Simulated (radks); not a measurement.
All-electron atom: Mo III in [Kr] 4d4.

Method: non-relativistic Kohn-Sham, SCAN, spin-polarised, spherical densities, point nucleus; open shells are filled with parallel spins first (spin-orbit coupling, left out, can overturn this in heavy ions); meta-GGA in the generalised Kohn-Sham scheme; relativity is left out, which matters for an element this heavy; computed with a radial shooting solver on a logarithmic mesh with Libxc functionals.

Energy parts (eV):
total: -108220.499
kinetic: 108171.476
electron-nucleus: -256957.806
Hartree: 43876.435
exchange-correlation: -3310.604

Orbitals (lengths in bohr, moments of r in powers of bohr; <r^-3> diverges for s and p1/2; r(max) is where P^2 peaks; r(90%) holds 90 % of the orbital's charge):
| orbital | occ. | eigenvalue (eV) | r(90%) | <1/r> | <r^-3> | r(max) |
|---|---|---|---|---|---|---|
| 1s up | 1 | -19385.14 | 0.0646 | 41.48 | - | 0.02401 |
| 1s down | 1 | -19385.15 | 0.0646 | 41.48 | - | 0.02401 |
| 2s up | 1 | -2720.606 | 0.244 | 9.365 | - | 0.1340 |
| 2s down | 1 | -2720.023 | 0.244 | 9.366 | - | 0.1340 |
| 2p up | 3 | -2503.981 | 0.221 | 9.342 | 2304 | 0.1056 |
| 2p down | 3 | -2503.545 | 0.221 | 9.343 | 2304 | 0.1056 |
| 3s up | 1 | -481.8840 | 0.648 | 3.253 | - | 0.3938 |
| 3s down | 1 | -481.6649 | 0.648 | 3.252 | - | 0.3940 |
| 3p up | 3 | -397.9659 | 0.656 | 3.154 | 379.9 | 0.3817 |
| 3p down | 3 | -397.6720 | 0.656 | 3.153 | 379.5 | 0.3819 |
| 3d up | 5 | -245.5421 | 0.661 | 2.969 | 55.98 | 0.3233 |
| 3d down | 5 | -244.9918 | 0.661 | 2.968 | 55.93 | 0.3236 |
| 4s up | 1 | -82.4042 | 1.65 | 1.182 | - | 1.020 |
| 4s down | 1 | -79.0340 | 1.64 | 1.196 | - | 1.010 |
| 4p up | 3 | -58.5202 | 1.84 | 1.071 | 52.78 | 1.086 |
| 4p down | 3 | -54.8562 | 1.82 | 1.085 | 54.72 | 1.074 |
| 4d up | 4 | -22.3771 | 2.64 | 0.7826 | 4.440 | 1.332 |

The highest occupied level is 4d up at -22.377 eV. The density falls to 0.001 e/bohr^3 at r = 3.53 bohr. Summed over all electrons, <r^2> = 30.92 bohr^2, which gives a Langevin (diamagnetic) susceptibility term of -24.5 x 10^-6 cm^3/mol.

Empty levels of this run are not shown, since the potential may be unsettled where no density lies.
